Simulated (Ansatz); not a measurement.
One change: `B[S][GeH3]` becomes `S[S][GeH3]`.

Ansatz, PBE0-D4/def2-TZVP geometries, multiplicity 1. Each molecule was computed in one conformer, which needn't be the lowest.

Scalar relativity is left out up to krypton.

```json
{"property": "HOMO–LUMO gap (ωB97M-V/def2-TZVPP) / eV", "`B[S][GeH3]`": "10.80"}
{"property": "size of the dipole moment (PBE/def2-TZVPP) / D", "`B[S][GeH3]`": "1.41"}
{"property": "LUMO energy (PBE/def2-TZVPP) / eV", "`B[S][GeH3]`": "-2.36"}
{"property": "HOMO–LUMO gap (PBE/def2-TZVPP) / eV", "`B[S][GeH3]`": "4.68"}
{"property": "LUMO energy (ωB97M-V/def2-TZVPP) / eV", "`B[S][GeH3]`": "0.52"}
{"property": "size of the dipole moment (B3LYP/def2-TZVPP) / D", "`B[S][GeH3]`": "1.38"}
```

(1) What does the change do to each property? (An estimate is asked.)

## Answers

(1) The calculation gave: 
```tsv
property	`S[S][GeH3]`	shift
HOMO–LUMO gap (ωB97M-V/def2-TZVPP) / eV	10.33	-0.47
size of the dipole moment (PBE/def2-TZVPP) / D	1.38	-0.03
LUMO energy (PBE/def2-TZVPP) / eV	-2.00	0.36
HOMO–LUMO gap (PBE/def2-TZVPP) / eV	3.99	-0.69
LUMO energy (ωB97M-V/def2-TZVPP) / eV	1.06	0.54
size of the dipole moment (B3LYP/def2-TZVPP) / D	1.43	0.05
```

With PBE0 the HOMO rises by 0.98 eV and the LUMO rises by 0.41 eV, so the gap narrows by about 0.57 eV. PBE moves the HOMO by 1.05 eV and ωB97M-V by 1.01 eV. The zero-point energy changes by -30.5 kJ/mol with -3 modes. Dipoles are sizes alone; their direction can turn.

B3LYP here is the variant with VWN-RPA as its local correlation; programs differ in this.
